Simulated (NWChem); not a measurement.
Molecule: MoSOCl2; SMILES [O]=[Mo](=[S])([Cl])[Cl]

```xyz
5

Mo     0.0387     0.2158     0.0000
O      0.1989     1.8629     0.0000
S      1.9759    -0.5910     0.0000
Cl    -1.0244    -0.4268     1.8781
Cl    -1.0244    -0.4268    -1.8781
```
Atoms are numbered in this order, from 1.

Program: NWChem. Geometry: optimised at PBE0/def2-SVP. def2 effective core potentials on Mo; no spin-orbit coupling.

**Question.** Predict the results for LC-BLYP (range parameter 0.33 per bohr)/def2-SVP. Quantities: highest occupied level (eV); orbital gap (eV); dipole (D).

**Answer.** 
| Item | Result |
|---|---|
| highest occupied level (eV) | -10.49 |
| orbital gap (eV) | 8.55 |
| dipole (D) | 0.74 |
